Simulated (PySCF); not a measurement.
Job file and geometry (Å, from GFN2-xTB) of an NMR shielding run on `C1=C(N=C)C(=O)C=CS1`, C₆H₅NOS, GIAO PBE0/pcSseg-1 NMR shielding, non-relativistic, gas phase (PySCF 2.14.0, density-fitted response routines); density fitting, a coarse starting grid and PySCF grid level 2 are the driver's defaults:

```
$ OMP_NUM_THREADS=1 python probes_run.py task.json out

{"job": {"kind": "nmr", "xc": "PBE0", "basis": "pcSseg-1"}, "charge": 0, "multiplicity": 1}
C      2.649170     0.301181    -0.273372
N      1.738766    -0.476732    -0.656182
C      0.448897    -0.453800    -0.197393
C     -0.175951    -1.611694     0.119507
S     -1.834503    -1.777661     0.546764
C     -2.397585    -0.161910     0.402234
C     -1.640148     0.894856     0.068414
C     -0.215201     0.873496    -0.202633
O      0.427334     1.893838    -0.408457
H      3.578938     0.290463    -0.825175
H      2.591901     0.955645     0.594941
H      0.370602    -2.540748     0.154301
H     -3.449231    -0.063571     0.623687
H     -2.093667     1.876162     0.031198
```

Problem. What does the program print?

Solution. 
```
coarse grid: 13392 points
cycle   1  E = -758.9288591167  dE =  1.839e+00  |g| = 8.397e-01  |ddm| = 3.960e+00
cycle   2  E = -757.4979674391  dE =  1.431e+00  |g| = 2.484e+00  |ddm| = 3.567e+00
cycle   3  E = -759.0576297267  dE = -1.560e+00  |g| = 3.033e-01  |ddm| = 3.084e+00
cycle   4  E = -759.0705162405  dE = -1.289e-02  |g| = 2.247e-01  |ddm| = 5.478e-01
cycle   5  E = -759.0814687533  dE = -1.095e-02  |g| = 6.282e-02  |ddm| = 2.025e-01
cycle   6  E = -759.0822708049  dE = -8.021e-04  |g| = 2.078e-02  |ddm| = 5.133e-02
cycle   7  E = -759.0823610225  dE = -9.022e-05  |g| = 8.279e-03  |ddm| = 2.387e-02
cycle   8  E = -759.0823769687  dE = -1.595e-05  |g| = 3.363e-03  |ddm| = 1.061e-02
cycle   9  E = -759.0823793589  dE = -2.390e-06  |g| = 1.163e-03  |ddm| = 4.825e-03
final grid: 128056 points
cycle  10  E = -759.1474193387  dE = -1.809e-05  |g| = 1.211e-02  |ddm| = 3.644e-02
cycle  11  E = -759.1473299872  dE =  8.935e-05  |g| = 2.427e-02  |ddm| = 3.493e-02
cycle  12  E = -759.1474478835  dE = -1.179e-04  |g| = 3.079e-03  |ddm| = 2.627e-02
cycle  13  E = -759.1474500969  dE = -2.213e-06  |g| = 4.321e-04  |ddm| = 3.776e-03
cycle  14  E = -759.1474501405  dE = -4.360e-08  |g| = 2.426e-04  |ddm| = 8.468e-04
cycle  15  E = -759.1474501566  dE = -1.617e-08  |g| = 5.552e-05  |ddm| = 2.763e-04
cycle  16  E = -759.1474501573  dE = -6.221e-10  |g| = 2.324e-05  |ddm| = 7.053e-05
converged SCF energy = -759.1474501573

GIAO shielding tensors (ppm)
atom      isotropic    diamagn.    paramagn.     s11        s22        s33       span
  0 C       20.530     253.918    -233.389    -75.724      2.297    135.016    210.740
  1 N     -108.311     328.492    -436.803   -422.024   -107.593    204.686    626.710
  2 C       35.157     256.648    -221.491    -48.948     25.324    129.095    178.043
  3 C       63.572     257.842    -194.269    -22.496     61.668    151.545    174.041
  4 S      380.432    1055.941    -675.509    135.017    426.707    579.570    444.553
  5 C       43.824     262.419    -218.595    -70.236     47.042    154.667    224.902
  6 C       49.423     253.765    -204.342    -39.977     35.933    152.313    192.290
  7 C       14.503     244.766    -230.264    -84.496     10.185    117.819    202.315
  8 O     -193.605     401.759    -595.364   -694.239   -285.800    399.223   1093.462
  9 H       23.786      28.007      -4.222     22.227     23.905     25.225      2.999
 10 H       23.977      31.468      -7.492     19.962     24.052     27.916      7.954
 11 H       24.795      30.392      -5.596     20.673     24.562     29.151      8.477
 12 H       24.233      28.825      -4.593     21.080     23.747     27.870      6.790
 13 H       24.406      29.944      -5.537     22.009     23.636     27.574      5.565
```

Problem. Turn these shieldings into chemical shifts. Chemical shifts δ = σref − σ; TMS for 13C (σ = 186.93 ppm) and 1H (σ = 31.72 ppm); 15N (σ = 267.73 ppm) vs NH3; 33S (σ = 503.73 ppm) against CS2; 17O (σ = 336.08 ppm) vs H2O, all at this level.

Solution. Averaging equivalent atoms: C 7: 172.4; C 0: 166.4; C 2: 151.8; C 5: 143.1; C 6: 137.5; C 3: 123.4; N 1: 376.0; S 4: 123; O 8: 529.7; H 9: 7.93; H 10: 7.74; H 12: 7.48; H 13: 7.31; H 11: 6.92 ppm. Unscaled 17O shifts of doubly bonded oxygen tend to come out too high, by tens of ppm or more. Experimental scales use liquid or dissolved standards, which lie at an offset from isolated NH3 (liquid NH3: subtract about 20 ppm) and H2O (liquid H2O: subtract about 36 ppm). Unscaled 15N shifts of sp2 nitrogen often come out too high even then, by a few to some tens of ppm.

Size and cost of the density-fitted run: 185 basis functions, 30 s wall time on 1 thread of an Arm Neoverse V1, shared host; peak memory 0.82 GiB.
